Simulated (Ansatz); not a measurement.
Consider the redistribution: `C[SiH](F)BS` + `OBS` → `OBBS` + `C[SiH](F)S`.

Computed with Ansatz on PBE0-D4/def2-TZVP structures; ΔE is electronic, products minus reactants. CCSD(T)/CBS is the MP2 limit (def2-TZVPP, def2-QZVPP) plus CCSD(T) − MP2 in def2-TZVPP, frozen cores. Functionals use def2-TZVPP. One conformer a species, not always the lowest.

```json
{"level": "B2PLYP", "ΔE (kJ/mol)": "9.0"}
{"level": "revPBE", "ΔE (kJ/mol)": "12.1"}
{"level": "r2SCANh", "ΔE (kJ/mol)": "11.6"}
{"level": "RPA@PBE/def2-TZVPP", "ΔE (kJ/mol)": "12.4"}
```

(1) What does CCSD(T)/CBS give? (An estimate is asked.)

Largest T1 diagnostic among the species: 0.016.

Results:

(1) Computed: +9.3 kJ/mol. The listed levels differ from it by -0.3, 2.8, 2.3, 3.1 kJ/mol.

In def2-TZVPP, CCSD(T) changes the Hartree–Fock value by +9.5 kJ/mol (the triples alone add +2.2 kJ/mol) and MP2 by +8.3 kJ/mol. Leaving LDA and LC-ωPBE aside and taking each functional with its dispersion term where it has one, the values, not all of them listed here, spread over 7.7 kJ/mol, from ωB97M-V to PBE-D4. LDA lies +3.7 kJ/mol from PBE without D4. At CCSD(T), def2-SVP lies +13.6 kJ/mol from the extrapolated value and def2-TZVPP +2.1 kJ/mol.
